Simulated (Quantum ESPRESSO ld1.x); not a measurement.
All-electron atom: Os8+ in [Xe] 4f14. All-electron calculation, scalar-relativistic Kohn-Sham, relativistic LDA (MacDonald-Vosko exchange, VWN5 correlation), spin-unpolarised, spherical densities, point nucleus. Program: ld1.x of Quantum ESPRESSO 7.5.

Unscreened Slater integrals over Kohn-Sham orbitals (eV).

integral    value
F0(5p,5p)  22.242
F2(5p,5p)  12.118
F0(5p,4f)  27.066
F2(5p,4f)  8.7995
G2(5p,4f)  3.5691
G4(5p,4f)  2.9916
F0(5p,5s)  23.457
G1(5p,5s)  15.840
F0(5p,4d)  27.560
F2(5p,4d)  8.1548
G1(5p,4d)  2.2677
G3(5p,4d)  2.2498
F0(5p,4p)  27.780
F2(5p,4p)  7.7181
G0(5p,4p)  1.5571
G2(5p,4p)  2.0089
F0(4f,4f)  45.482
F2(4f,4f)  22.351
F4(4f,4f)  14.177
F6(4f,4f)  10.244
F0(4f,5s)  29.754
G3(4f,5s)  4.3894
F0(4f,4d)  47.452
F2(4f,4d)  23.257
F4(4f,4d)  14.965
G1(4f,4d)  26.861
G3(4f,4d)  17.210
G5(4f,4d)  12.263
F0(4f,4p)  48.750
F2(4f,4p)  24.165
G2(4f,4p)  20.831
G4(4f,4p)  14.555
F0(5s,5s)  24.983
F0(5s,4d)  30.401
G2(5s,4d)  3.2550
F0(5s,4p)  30.682
G1(5s,4p)  2.4563
F0(4d,4d)  50.073
F2(4d,4d)  25.447
F4(4d,4d)  17.061
F0(4d,4p)  51.477
F2(4d,4p)  26.394
G1(4d,4p)  33.450
G3(4d,4p)  21.008
F0(4p,4p)  53.073
F2(4p,4p)  27.736
